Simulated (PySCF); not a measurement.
CH7FO2Si2, SMILES CO[Si@H](F)O[SiH3].

The structure is a stationary point at r2SCAN-D4/def2-SVP. The structure was generated by enumeration; whether it is a known compound was not checked. The values are those of a single conformer.

Computed with PySCF with SMD-PBE0/def2-SVP.

Solvation free energies are E(SMD) − E(gas) at the gas-phase geometry, for 1 M in both phases. In vacuum the dipole moment is 1.44 D.

**Question.** Estimate the solvation free energies in water, 1-octanol, tetrahydrofuran. (The exact figures need the calculation; the answer reports its results.)

**Answer.** 
```tsv
solvent	ΔG(solv) (kcal/mol)	its non-electrostatic (CDS) part	dipole (D)
water	0.6	4.6	1.77
1-octanol	-1.9	1.3	1.72
tetrahydrofuran	-2.2	0.1	1.68
```
